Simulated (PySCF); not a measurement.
Al(Cl)(GeH3)(Me) (CH₆AlClGe), SMILES [Cl][Al]([CH3])[GeH3]. Atoms are numbered in the order given.

```xyz
10

Al    -0.0544     0.4695    -0.7223
Cl     1.8748     0.1327    -1.5461
Ge    -0.5323    -0.6612     1.4246
H     -0.4315    -2.1996     1.2949
H      0.4700    -0.2451     2.5271
H     -1.9496    -0.3457     1.9600
C     -1.2743     1.6477    -1.6839
H     -2.3092     1.2660    -1.6648
H     -0.9716     1.7978    -2.7323
H     -1.2932     2.6398    -1.1968
```
Charge 0, spin multiplicity 1.

Geometry optimised at B3LYP-D3(BJ)/def2-SVP. The structure was generated by enumeration; whether it is a known compound was not checked.

Two levels are set side by side: PBE/pcSseg-1 (PySCF) and PBE0/pcSseg-1 (PySCF). GIAO shifts against GeH4 (⁷³Ge), HCl (³⁵Cl), TMS (¹H), TMS (¹³C) at the same level; non-relativistic, no solvent, atoms listed together averaged. Without spin–orbit terms, shifts of atoms bonded to Cl or Br come out too high at both levels. Differences are taken from unrounded values.

| quantity | PBE0 |
|---|---|
| δ(³⁵Cl) of Cl2 (ppm) | 124.1 |
| δ(⁷³Ge) of Ge3 (ppm) | -83.5 |
| δ(¹H) of H4, H5, H6 (ppm) | 3.50 |
| δ(¹³C) of C7 (ppm) | 2.6 |

What does PBE give, and how far is it from PBE0? (An estimate is asked for; the answer gives what the named calculation found.)


```
quantity                     PBE  PBE minus PBE0
-------------------------  -----  --------------
δ(³⁵Cl) of Cl2 (ppm)       163.7            39.6
δ(⁷³Ge) of Ge3 (ppm)       -82.3             1.2
δ(¹H) of H4, H5, H6 (ppm)   3.53            0.03
δ(¹³C) of C7 (ppm)           3.7             1.1
```

Rough cost on one machine, each run with all the roots and properties that it gave: PBE0 against PBE within a factor of 2.
